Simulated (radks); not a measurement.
Spin polarisation of the 4d5 shell in Mo. Start: [Kr] 4d(up 2.5, down 2.5) 5s(up 0.5, down 0.5); electrons of 4d are moved from spin down to spin up, other shells keep equal spins. All-electron calculation, scalar-relativistic Kohn-Sham, LDA (Slater exchange, Perdew-Wang correlation), spin-polarised, spherical densities, finite nucleus; Fermi nuclear charge, rms radius of each element as measured or else 0.836 A^(1/3) + 0.57 fm. Program: a radial shooting solver on a logarithmic mesh with Libxc functionals.

moment (Bohr magnetons)  E - E(0) (eV)  e(4d up) (eV)  e(4d down) (eV)  5s down minus up (eV)  4p down minus up (eV)  4s down minus up (eV)
0                                0.000         -3.933           -3.933                  0.000                  0.000                  0.000
1                               -0.129         -4.173           -3.656                  0.256                  0.540                  0.501
2                               -0.518         -4.378           -3.340                  0.517                  1.079                  1.000
3                               -1.167         -4.543           -2.983                  0.785                  1.617                  1.496
4                               -2.078         -4.663           -2.578                  1.062                  2.150                  1.986
5                               -3.251         -4.724           -2.119                  1.352                  2.675                  2.466

At moment 5 the spin-polarisation energy is -3.251 eV and the 4d exchange splitting 2.605 eV, that is 0.521 eV per Bohr magneton; E = -I m^2/4 would give I = 0.520 eV.
